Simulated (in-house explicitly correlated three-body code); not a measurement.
The numbers below are computed, except where a source is named.
**Two electrons around a charge Z: functional-driven and density-driven errors**

The exact non-relativistic ground state comes from a variational code in 260 exponentially correlated functions, the Kohn-Sham parts from inverting its density (past Z = 6 the correlation energy is taken as exact minus Hartree-Fock, equal to within microhartrees), and self-consistent runs (Hartree-Fock is restricted) from a B-spline radial code. Z may be fractional; the second electron is bound down to Z = 0.911.

The total error of a self-consistent run is the error on the exact density (functional-driven) plus the energy gained by relaxing to the functional's own density (density-driven, never positive). «Unbound» marks a run whose level isn't bound or that didn't converge.

| Z | LDA PW92 functional (mEh) | LDA PW92 density (mEh) | RPBE functional (mEh) | RPBE density (mEh) | SCAN functional (mEh) | SCAN density (mEh) |
| --- | --- | --- | --- | --- | --- | --- |
| 1 | +14.47 | unbound | -6.53 | unbound | +0.87 | unbound |
| 1.115 | +19.62 | unbound | -6.72 | unbound | +0.19 | unbound |
| 1.2 | +23.80 | unbound | -6.77 | unbound | -0.08 | unbound |
| 1.21 | ? | ? | ? | ? | ? | ? |
| 1.32 | ? | ? | ? | ? | ? | ? |
| 1.46 | +37.86 | -1.26 | -6.69 | -0.90 | -0.53 | -0.19 |
| 1.52 | +41.32 | -1.33 | -6.63 | -0.92 | -0.60 | -0.20 |
| 1.68 | +50.83 | -1.47 | -6.45 | -0.98 | -0.75 | -0.22 |

(1) What belongs in the row Z = 1.32?

(2) What belongs in the row Z = 1.21?

(3) Which part of the error is larger?

Answers

(1) LDA PW92 functional (mEh): +30.09; LDA PW92 density (mEh): -1.10; RPBE functional (mEh): -6.77; RPBE density (mEh): -0.86; SCAN functional (mEh): -0.33; SCAN density (mEh): -0.16.

(2) LDA PW92 functional (mEh): +24.31; LDA PW92 density (mEh): unbound; RPBE functional (mEh): -6.78; RPBE density (mEh): unbound; SCAN functional (mEh): -0.10; SCAN density (mEh): -0.15.

(3) LDA PW92: functional-driven +50.83, density-driven -1.47 mEh at Z = 1.68; RPBE: functional-driven -6.45, density-driven -0.98 mEh at Z = 1.68; SCAN: functional-driven -0.75, density-driven -0.22 mEh at Z = 1.68. The density-driven part is second order in the error of the density, so it stays small unless the second electron is loosely bound.
